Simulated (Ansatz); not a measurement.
Consider the ligand exchange at a Te–Si bond: `O[Si](O)(S)[TeH]` + `N[AsH2]` → `N[AsH][TeH]` + `O[SiH](O)S`.

Isolated molecules relaxed with PBE0-D4/def2-TZVP in Ansatz; ΔE leaves out vibrations. CBS: MP2 limit from def2 TZ/QZ plus the TZ coupled-cluster correction, frozen cores. DFT in def2-TZVPP. B3LYP here is the variant with VWN-RPA as its local correlation; programs differ in this. Elements past krypton have def2 core potentials. For As, Te outer-core shells are correlated without core-valence functions, which leaves a few kJ/mol of doubt a bond. Scalar relativity is left out up to krypton. One conformer a species, not always the lowest.

```csv
level,ΔE (eV)
B3LYP-D4,-0.11
r2SCANh-D4,-0.06
```

(1) What does CCSD(T)/CBS give? (Estimate.)

Largest T1 diagnostic among the species: 0.012.

## Answers

(1) The calculation gave: -0.03 eV. The listed levels differ from it by -0.08, -0.03 eV.

From BLYP to BHLYP (50 % exact exchange), in def2-TZVPP and without D4, ΔE moves by +0.10 eV. In def2-TZVPP, CCSD(T) changes the Hartree–Fock value by +0.09 eV (the triples alone add −0.00 eV) and MP2 by +0.10 eV. Leaving LDA and LC-ωPBE aside and taking each functional with its dispersion term where it has one, the values, not all of them listed here, spread over 0.15 eV, from BLYP-D4 to B97M-V. LDA lies +0.08 eV from PBE without D4.
